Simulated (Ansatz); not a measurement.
GeH$_{4}$S (`[SH][GeH3]`), relaxed with RKS PBE-D4/def2-SVP in Ansatz 0.2.0 from a rough embedded geometry. The force threshold is 0.03 eV/Å; the program also tests the step.

Charge 0, multiplicity 1.

Start:

```xyz
6

S     1.760    0.299    0.213
Ge   -0.459   -0.232    0.197
H     1.592    0.903   -1.056
H    -0.776   -1.041   -0.992
H    -1.291    1.095    0.141
H    -0.827   -1.023    1.498
```

Task: How much energy does the relaxation release, and in how many steps? (Best estimate.)

Result: Computed: 0.12 eV, in 3 steps.

Task: Which bonds change most? (Estimate.)

Result: Ansatz gave: Ge2–H4 from 1.472 to 1.552 Å; S1–H3 from 1.415 to 1.363 Å; S1–Ge2 from 2.282 to 2.249 Å; Ge2–H6 from 1.566 to 1.547 Å.

Task: Give the relaxed structure. (An estimate is asked.)

Result: Computed: 
```xyz
6

S     1.710    0.281    0.205
Ge   -0.485   -0.206    0.182
H     1.688    0.913   -1.002
H    -0.844   -1.095   -1.038
H    -1.343    1.087    0.153
H    -0.726   -0.980    1.499
```
